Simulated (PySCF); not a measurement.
# Working out the ionisation energy of Tl⁺

Tl⁺ [Xe] 4f14 5d10 6s2 (1S) → Tl²⁺ [Xe] 4f14 5d10 6s1 (2S). Calculation: PySCF 2.14, in aug-cc-pwCVTZ-PP with ECP60MDF; scalar relativity through the core potential. Frozen: nothing. Energies in hartree (1 hartree = 27.21139 eV):

```json
{"part": "UHF", "Tl⁺ (lower)": "-171.331199", "Tl²⁺ (upper)": "-170.656441"}
{"part": "MP2 opposite-spin", "Tl⁺ (lower)": "-0.461040", "Tl²⁺ (upper)": "-0.403623"}
{"part": "MP2 same-spin", "Tl⁺ (lower)": "-0.229257", "Tl²⁺ (upper)": "-0.203869"}
```

What does Hartree-Fock give?

(-170.656441) − (-171.331199) = 0.674758 hartree = 18.361 eV.

What do MP2 and SCS-MP2 (6/5 opposite-spin, 1/3 same-spin) give?

The opposite-spin parts differ by 1.562 eV and the same-spin parts by 0.691 eV. MP2: 18.361 + (1.562) + (0.691) = 20.614 eV. SCS-MP2: 18.361 + 1.2 × (1.562) + (0.691)/3 = 20.466 eV.

Measured between the centres of the two terms (NIST): 20.428 eV, so MP2 (valence and next inner shell) is off by 0.186 eV.

What remains against the reference includes basis incompleteness and correlation beyond second order.
